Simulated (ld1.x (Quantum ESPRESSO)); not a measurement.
## Before and after: TM potential for P

* Element: P (Z = 15)
* Generator: ld1.x (Quantum ESPRESSO) 7.5
* Type: norm-conserving Troullier–Martins (Kleinman–Bylander form)
* Functional: LDA (PZ)
* Relativity: scalar-relativistic
* Frozen core: [Ne]
* Valence charge: 5
* Reference configuration: 3s2 3p3
* Partial waves: 3s (bound): rc 1.25 bohr; 3p (bound): rc 1.55 bohr
* Local potential: all-electron potential smoothed inside 0.95 bohr (lloc = -1)
* Core correction: a·sin(br)/r model core inside 1.10 bohr

Change: functional BLYP.

Cutoffs: the cutoffs (Ry, on a coarse ladder) from which the occupation-weighted sum of valence levels, in a spherical-Bessel basis at the reference potential, stays within 10 and 1 mRy of its value at 400 Ry; they do not see the model core or the augmentation charge, which bear on the density cutoff. Errors are all-electron minus pseudo energies relative to the spin-unpolarised reference configuration.

Task: Predict the effect on cutoff, ghosts and configuration errors.

Result: The potential gets neither clearly harder nor softer (40 Ry and 100 Ry → 40 Ry and 100 Ry); the bound ghost in s disappears; the number of tests with a reliable result goes from 9 to 7; of the 7 tests that both files solve, the error grows in 0 and shrinks in 6 by more than 15 % and 0.3 meV (median size 22.7 → 17.7 meV).

```csv
quantity,base,changed
"cutoff, loose",40 Ry,40 Ry
"cutoff, tight",100 Ry,100 Ry
bound ghosts,s,none
"error for 3s2 3p2, meV [ΔE 9.82 → 9.58 eV]",+13,+9.4
"error for 3s2 3p1, meV [ΔE 29.07 → 28.59 eV]",+109,+77
"error for 3s2 3p0, meV [ΔE 58.96 → 58.26 eV]",+472,+328
"error for 3s1 3p0, meV [ΔE 111.15 → 110.33 eV]",+1382,+892
"error for 3s1 3p3, meV [ΔE 18.89 → 18.71 eV]",+23,+18
"error for 3s2 3p2.5, meV [ΔE 3.82 → 3.70 eV]",+2.0,+1.5
"error for 3s2 3p3.3, meV [ΔE -1.34 → -1.26 eV]",+0.5,+0.4
s: phases at 1.71 bohr within 0.05 rad from the reference energy up to (Ry; the scan ends near 5),-0.6,-0.4
p: phases at 1.71 bohr within 0.05 rad from the reference energy up to (Ry; the scan ends near 5),3.4,3.5
```

 A true bound ghost makes a file unfit for plane-wave use even where its test errors are small: the radial tests pick states by their node count and pass the ghost by.
